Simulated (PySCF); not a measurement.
salicylaldehyde: calculation and literature

Atoms are numbered as in `[O:1]=[CH:2][c:3]1[cH:4][cH:5][cH:6][cH:7][c:8]1[OH:9]`; H(Xn) means a hydrogen on atom n.

What is known from experiment: δ 17O O1 506.0; O9 84.7 ppm (measured; liquid, neat, 295 K; 17O NMR survey of organic solvents and oxofluorinated compounds, PMC5915748).

- GIAO PBE0/pcSseg-1 shieldings
- geometry from GFN2-xTB
- program: PySCF 2.14
- single conformer, non-relativistic, isolated molecule

**Question.** What does the calculation give, and how does it compare?

**Answer.** 
Reference values: measured (liquid, neat, 295 K; 17O NMR survey of organic solvents and oxofluorinated compounds, PMC5915748).
| atoms | quantity | reference | computed | computed, scaled |
| --- | --- | --- | --- | --- |
| O1 | δ 17O vs D2O (external) | 506.0 | – | 480.2 |
| O9 | δ 17O vs D2O (external) | 84.7 | – | 88.8 |

Computed shifts are σ(ref) − σ with the named reference compound (TMS for H and C) calculated as an isolated molecule at the same level. The measured values may be among those fitted. Shieldings were converted by a linear fit to measured shifts: 17O: δ = 266.70 − 0.911σ (rms 10.7 ppm, 155 shifts, 12.2 ppm with the 3 outliers that the fit left out vs liquid water, solution or neat liquid). Occasional misses reach two or three times the rms, and more in compound classes unlike the fitted ones.
